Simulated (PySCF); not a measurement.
**Polarisability and C₆ of Cu⁺ (copper, charge +1)**

[Ar] 3d10, closed-shell 1S. All numbers are calculated (PySCF 2.14, a scalar-relativistic core potential, in aug-cc-pVDZ-PP with ECP10MDF (5s5p4d2f, 54 functions)). Coupled (time-dependent) response in atomic units; α is the mean over directions. A double-zeta set is small for polarisabilities.

```tsv
method	mean α (bohr³)	C₆ (like pair)	S(−4)
UHF	4.191	10.21	18.12
PBE	6.313	14.70	59.19
PBE0	5.502	13.02	39.86
BLYP	6.404	14.83	61.95
wB97M-V	5.860	13.69	49.02
```

S(−4) is the Cauchy moment in α(ω) = α(0) + S(−4) ω² + …

α(iu) at BLYP:

```tsv
u (hartree)	α(iu) (bohr³)
0	6.404
0.0500	6.254
0.100	5.854
0.200	4.752
0.300	3.769
0.500	2.578
0.750	1.898
1.00	1.558
1.50	1.204
2.00	0.9904
3.00	0.7020
5.00	0.3846
```

A single London oscillator, α(iu) = α/(1 + u²/ω²), gives C₆ = (3/4) ω α². Matching the computed C₆ needs ω = 4 × 14.83 / (3 × 6.404²) = 0.482 hartree.

For an ion, C₆ is the dispersion term alone; charge-induced terms of lower order in 1/R come first.

Energies and moments cover only the electrons outside the core potential.
